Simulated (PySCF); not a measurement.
Predicted spectroscopic data

No relativistic terms, one computed conformer, equivalent nuclei averaged, no solvent. GFN2-xTB structure; shieldings: GIAO PBE0/pcSseg-1; PySCF 2.14.0 with density-fitted response routines.

Referencing at the same level of theory: ¹H and ¹³C vs TMS. Where no couplings were computed, multiplicities follow the n + 1 count of equivalent neighbours, and m marks all less simple cases (inequivalent or close neighbours, rings, F or P nearby). Shifts are as computed. Against solution values, carbons near 30 ppm lie about +3 ppm off and those near 130 ppm about +5 ppm. Of 1211 compounds with measured shifts, 218 miss one by over three times the rms of a fit or turn the order of signals round; such compounds aren't used in these exercises. OH and NH positions are gas-phase values without hydrogen bonding to other molecules.

Compound 1 (C$_{2}$H$_{8}$O$_{3}$Si$_{3}$). ¹H NMR (600 MHz, computed): δ 5.16 (s, 3H), 4.21 (s, 3H), 2.21 (br s, 2H). ¹³C{¹H} NMR (computed): δ 118.2 (C), 104.8 (C). Structure: `InChI=1S/C2H8O3Si3/c3-8(4,5-7)2-1-6/h3-4H,6-7H3`.

Compound 2 (C$_{2}$H$_{10}$OSi$_{2}$). ¹H NMR (600 MHz, computed): δ 5.14 (s, 3H), 5.04 (t, 2H), 1.06 (m, 2H), 0.94 (m, 3H). ¹³C{¹H} NMR (computed): δ 11.7 (CH2), 6.4 (CH3). Structure: SMILES [SiH3]O[SiH2]CC.

Compound 3 (C$_{6}$H$_{14}$O$_{3}$Si). ¹H NMR (600 MHz, computed): δ 5.42 (m, 1H), 5.00 (s, 3H), 4.50 (q, 1H), 1.40 (d, 3H), 1.34 (d, 3H), 1.29 (d, 3H). ¹³C{¹H} NMR (computed): δ 184.5 (C), 71.0 (CH), 70.6 (CH), 23.8 (CH3), 23.8 (CH3), 23.6 (CH3). Structure: SMILES CC(C)OC(=O)[C@@H](C)O[SiH3].
